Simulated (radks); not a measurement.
Isoelectronic series with 52 electrons, each ion in its NIST ground configuration. Method: scalar-relativistic Kohn-Sham, BLYP, spin-polarised, spherical densities, point nucleus; open shells are filled with parallel spins first (spin-orbit coupling, left out, can overturn this in heavy ions); computed with a radial shooting solver on a logarithmic mesh with Libxc functionals. Total energies (hartree) and mean radii <r> (bohr) (* marks an orbital that is empty in some or all of the ions):

\begin{tabular}{lrrrrrr}
ion & configuration & E (hartree) & 5p down* & 5p up* & 5s down & 5s up \\ \hline
Te & [Kr] 4d10 5s2 5p4 & -6795.15594 & 2.726 & 2.655 & 2.080 & 2.082 \\
I+ & [Kr] 4d10 5s2 5p4 & -7116.68491 & 2.348 & 2.316 & 1.918 & 1.920 \\
Xe2+ & [Kr] 4d10 5s2 5p4 & -7446.76075 & 2.105 & 2.087 & 1.783 & 1.785 \\
Cs3+ & [Kr] 4d10 5s2 5p4 & -7785.4082 & 1.926 & 1.914 & 1.669 & 1.671 \\
Ba4+ & [Kr] 4d10 5s2 5p4 & -8132.6613 & 1.784 & 1.776 & 1.572 & 1.574 \\
La5+ & [Kr] 4d10 5s2 5p4 & -8488.5607 & 1.668 & 1.662 & 1.488 & 1.490 \\
Ce6+ & [Kr] 4d10 5s2 5p4 & -8853.1513 & 1.570 & 1.565 & 1.413 & 1.415 \\
Pr7+ & [Kr] 4d10 4f1 5s2 5p3 & -9226.3915 & 1.510 & 1.500 & 1.366 & 1.365 \\
Nd8+ & [Kr] 4d10 4f2 5s2 5p2 & -9608.6615 & 1.454 & 1.443 & 1.321 & 1.318 \\
Pm9+ & [Kr] 4d10 4f3 5s2 5p1 & -10000.1705 & 1.402 & 1.392 & 1.280 & 1.275 \\
Sm10+ & [Kr] 4d10 4f4 5s2 & -10401.0212 & 1.356 & 1.345 & 1.243 & 1.235 \\
\end{tabular}
